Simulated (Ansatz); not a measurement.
```xyz
2

Li   -0.0394   -0.0304   -1.3982
Li   -0.0238    0.0192    1.3540
```

Basis set: aug-cc-pVDZ (spherical functions). All electrons are correlated. Charge 0, multiplicity 1.

Computed with Ansatz (development build ahead of 0.2.0); each method stands on the lowest determinant of its kind that the runs found. Restricted open shells among the atoms or ions are ROHF, correlated in semicanonical orbitals with singles.

Problem. Give the atomization energy at this shape (free ground-state atoms in the same class of orbitals less the molecule, no zero-point energy) of singlet Li2 by RHF-MP2, RHF.

Solution.

| method | atomization energy |
| --- | --- |
| RHF-MP2 | 0.69 eV |
| RHF | 0.15 eV |
